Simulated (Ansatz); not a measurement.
Geometry optimisation, RKS revPBE/def2-SVP (Ansatz).

The input (input.yaml):

```yaml
crystal:
  periodic: [false, false, false]
  atoms:
    - { symbol: Ga, position_ang: [-0.968301, 0.0, 0.459541] }
    - { symbol: H, position_ang: [1.601073, 0.0, 1.500692] }
    - { symbol: Cl, position_ang: [2.472452, 0.0, 0.485587] }
    - { symbol: Cl, position_ang: [-1.727724, 0.0, -1.650621] }
basis:
  gaussian: { orbitals: def2-SVP }
hamiltonian:
  xc: revpbe
relax:
  f_tol: 0.03
  max_steps: 50
```

Run as:

```bash
$ ansatz run input.yaml --threads 1 --pin off --max-ram 2048MiB --backend cpu --events-out ev --progress --plain --runs-dir out
```

Where does it end, and by what steps?

It converged. The force dipped under the threshold on the way, but the program's further checks kept it going. After 10 steps the energy has fallen by 0.068 eV; H2 moved furthest, 0.61 Å.

```
step  energy less start (eV)  largest force component (eV/Å)  accepted
   0                  0.0000                           0.728       yes
   1                 -0.0313                           0.520       yes
   2                 -0.0344                           0.913       yes
   3                 -0.0568                           0.376       yes
   4                 -0.0530                           0.354        no
   5                 -0.0644                           0.216       yes
   6                 -0.0671                           0.025       yes
   7                 -0.0670                           0.110        no
   8                 -0.0675                           0.010       yes
   9                 -0.0676                           0.042       yes
  10                 -0.0677                           0.017       yes
```

```xyz
4
Properties=species:S:1:pos:R:3
Ga -1.318 0.000 0.441
H 2.166 0.000 1.720
Cl 2.182 0.000 0.422
Cl -1.652 0.000 -1.788
```

Whether the end is a true minimum wasn't checked by a vibrational analysis.

Time of the run: 18 s on 1 thread of Arm Neoverse V1 (shared host), peak memory 0.12 GiB.
